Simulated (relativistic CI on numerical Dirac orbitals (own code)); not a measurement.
## How well does a small relativistic CI reproduce Se²⁺?

Computed by Dirac-Coulomb-Breit CI, separate exchange-only KLI orbitals for each configuration, model QED (radiative potential, 1s self-energy scaled to tabulated hydrogen-like ionisation energies), valence Slater integrals scaled by 0.85, P86 correlation estimate, and configurations built on the next ion tied to the tabulated ionisation energy (semi-empirical) (own radial code, finite nucleus).

CI space (outside the closed core [Ar] 3d10): 4s²4p², 4s²4p4d, 4s²4p5s, 4s²4p5p, 4s²4p5d, 4s²4p6s, 4s²4p4f, 4s²4p5f, 4s4p³, 4p⁴, 4s²4d², 4s4p²4d, 4s4p²4f, 4s²4f², 4s²4p6p, 4s²4p6d, 4s²4p5g, 4p²4d², 4s²4p6f, 4s4p²5s, 4s²4d4f, 4s4p²5p, 4p³4d, 4s²4d5s. Levels of other configurations are missing.

```tsv
Configuration	Term (tabulated)	J	Measured (cm⁻¹)	Computed	Error	Purity (%)
4s²4p²	3P	0	0.0	0	0	96
4s²4p²	3P	1	1741.0	1681	-60	97
4s²4p²	3P	2	3937.0	3818	-119	94
4s²4p²	1D	2	13032.0	13323	291	94
4s4p³	3D°	2	92723.0	92907	184	80
4s4p³	3P° †	0	106482.0	105926	-556	78
4s4p³	3P° †	2	106515.0	105739	-776	68
4s4p³	3P° †	1	106591.0	105980	-611	76
4s²4p5s	3P°	0	126276.9	127017	740	99
4s²4p5s	3P°	1	126781.4	127544	762	82
4s²4p5s	3P°	2	130391.0	131157	766	97
4s²4p5s	1P°	1	131655.9	132251	595	63
4s²4p5p	3D	2	153520.9	154182	661	86
4s²4p5p	3P	0	154783.0	155417	634	94
4s²4p5p	3P	1	156360.4	157018	658	65
4s²4p5p	3D	3	156692.9	157364	671	99
4s²4p5p	3P	2	157874.2	158549	675	83
4s²4p5p	3S	1	159302.9	159782	479	83
4s²4p5p	1D	2	161170.2	161954	784	89
4s²4p5d	3F°	2	188429.2	188976	547	84
4s²4p5d	3F°	3	189647.9	190326	678	84
4s²4p5d	3F°	4	191593.6	193119	1525	99
4s²4p6s	1P°	1	192161.8	193407	1245	67
4s²4p5d	3P°	1	194950.5	195820	869	76
4s²4p5d	1F°	3	196845.4	199069	2224	87
```

Measured levels from Moore, Atomic Energy Levels, vol. II, NSRDS-NBS 35 (1971 reprint of NBS Circular 467, 1952); pairs were made by configuration, J and term (by order where the table uses no LS term), so strongly mixed levels may be paired wrongly. The analysis dates from before 1960.

Mean error by configuration (cm⁻¹): 4s²4p² 37; 4s4p³ 184; 4s²4p5s 716; 4s²4p5p 652; 4s²4p5d 1169; 4s²4p6s 1245. Over the excited levels the mean absolute error is 722 cm⁻¹ (24 of the 29 excited levels that our extract of the source holds in range could be paired, and the others can miss by more), and the median relative error of those above 1,000 cm⁻¹ is 0.45 %. Some levels of the ground configuration have no partner. † marks terms whose computed intervals miss the measured ones by more than a factor of 2.5, or configurations far off the rest, from wrong mixing, a near crossing or a doubtful label or measurement; they are left out of the means.
